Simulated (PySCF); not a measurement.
## Telling isomers of C₄H₁₂N₂Si₂ apart by NMR

Relativity neglected, fast rotation and ring inversion assumed for equivalent nuclei, one conformer, no solvent model. σ from GIAO-PBE0/pcSseg-1; coordinates at the GFN2-xTB level; PySCF.

References, each an isolated molecule treated in the same way: TMS for $^{1}$H (σref 31.72), $^{13}$C (σref 186.93). Where no couplings were computed, multiplicities follow the n + 1 count of equivalent neighbours, and m marks all less simple cases (inequivalent or close neighbours, rings, F or P nearby). Shifts are as computed. Against solution values, carbons near 30 ppm lie about +3 ppm off and those near 130 ppm about +5 ppm. Of 1309 compounds with measured shifts, 239 miss one by over three times the rms of a fit or turn the order of signals round; such compounds aren't used in these exercises. OH and NH positions are gas-phase values without hydrogen bonding to other molecules.

(1) Tabulate the signals of `CN(C)[Si@@](C)([SiH3])C#N`, `C=C[Si@@H]1N(C)C[Si@@H]1N` and their relative energies.

(2) What is the quickest way to tell CN(C)[Si@@](C)([SiH3])C#N from C=C[Si@@H]1N(C)C[Si@@H]1N?

Results:

(1) 
```tsv
SMILES	carbon types	δC	δH	E rel. (kcal/mol)
CN(C)[Si@@](C)([SiH3])C#N	1×C 3×CH3	126.9, 41.5, 0.9	3.53 (s, 3H), 2.62 (s, 6H), 0.54 (s, 3H)	0.0
C=C[Si@@H]1N(C)C[Si@@H]1N	1×CH 2×CH2 1×CH3	147.8, 142.7, 59.3, 41.5	6.66 (m, 1H), 6.44 (m, 1H), 6.16 (m, 1H), 5.70 (m, 1H), 5.20 (m, 1H), 2.86 (m, 1H), 2.85 (m, 1H), 2.67 (s, 3H), 0.58 (br s, 2H)	7.8
```

Energies are electronic energies at PBE0/pcSseg-1 on these geometries, without zero-point or thermal terms, each for the one conformer computed, which needn't be the lowest.

(2) Count the carbon signals: 3 against 4. The first has a nitrile carbon (C) at 126.9 ppm, the second an alkene CH at 147.8 ppm. In the proton spectra the most deshielded non-exchanging signals are 3.53 (s, 3H) and 6.66 (m, 1H).
